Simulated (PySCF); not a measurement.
**Computed properties of BrCl₂H₂NSi, SMILES N[Si](Cl)(Cl)Br**

BrCl2H2NSi, SMILES N[Si](Cl)(Cl)Br. Geometry: B3LYP-D3(BJ)/def2-SVP. The structure was generated by enumeration, and PubChem lists no compound with its InChIKey, so it may never have been made. One conformer was computed; it need not be the lowest. All values are computed for the isolated molecule unless a solvent is named; none is compared with measurement here.

**Structure.** The optimised structure has Cs symmetry. All 15 harmonic modes at B3LYP-D3(BJ)/def2-SVP (PySCF) are real, so it is a minimum. With heavy atoms numbered as in [NH2:1][Si:2]([Cl:3])([Cl:4])[Br:5], the shortest bond between them is N1–Si2 at 1.701 Å and the longest Si2–Br5 at 2.236 Å.

**Vibrations.** The strongest infrared lines (harmonic, unscaled, degenerate partners summed) lie at 545 cm⁻¹ (231 km/mol, Si 64 %, Cl 29 %), 349 cm⁻¹ (123 km/mol, H 67 %, N 27 %), 591 cm⁻¹ (122 km/mol, Si 55 %, Cl 34 %, H 9 %). The softest mode is at 94 cm⁻¹ and the zero-point energy is 19.3 kcal/mol.

**Electronic structure.** PBE0/def2-TZVP (PySCF) places the frontier levels at -8.21 and -0.46 eV, a gap of 7.75 eV, and gives a dipole moment of 2.46 D and a mean polarisability of 72.7 bohr³. PBE/def2-TZVP (PySCF) at the same geometry gives -6.79 and -1.43 eV, so its gap is 2.39 eV narrower. An orbital gap is neither the optical nor the fundamental gap.

**Excitations.** TDA-M06-2X/def2-SVPD (PySCF) has S1 at 6.60 eV (188 nm, f = 0.012, weak); the most intense of the 10 singlets computed lies at 8.03 eV (f = 0.14). T1 (TDA) is at 6.21 eV, 0.39 eV under S1. TDA-PBE/def2-SVPD (PySCF) puts S1 at 5.36 eV. No vertical singlet excitation falls in the visible range (under 3.1 eV).

**NMR.** GIAO shifts at HF/pcSseg-1 (PySCF) (non-relativistic, atoms alike by connectivity averaged): ¹H at 2.2 ppm against TMS; ²⁹Si at 6.7 ppm against TMS. Without spin–orbit terms, shifts of atoms bonded to Cl or Br come out too high.

**Solvation.** SMD-ωB97X/def2-SVP (PySCF) gives -3.6 kcal/mol in water, -6.7 kcal/mol in tetrahydrofuran, -7.2 kcal/mol in acetonitrile (1 M in both phases, gas-phase geometry); of these solvents acetonitrile holds the molecule best.
